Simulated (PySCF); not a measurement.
Ga(H)(OH)(NH2) (GaH4NO), SMILES [NH2][GaH][OH]. The structure is a stationary point at ωB97X-D3(BJ)/def2-TZVP. Other conformers were not sampled.

All values below come from PySCF with ωB97X-D3(BJ)/def2-TZVP.

Harmonic wavenumbers (cm⁻¹): 192, 214, 321, 363, 543, 570, 691, 720, 753, 837, 1577, 2082, 3630, 3728, 3913. Rotational constants (GHz): 18.68, 6.156, 4.630; symmetry number 1.

**Question.** Work out the zero-point energy and the ideal-gas rigid-rotor harmonic-oscillator thermochemistry at 298.15 K and 1 atm.

**Answer.** ZPE = ½ Σ hcν = ½ × 20135 cm⁻¹ = 28.78 kcal/mol. H − E(el) = 32.79 kcal/mol. Entropy in cal/(mol K): translation 39.83, rotation 23.92, vibration 8.73, total 72.48. G − E(el) = 11.18 kcal/mol. Cp = 20.08 cal/(mol K).
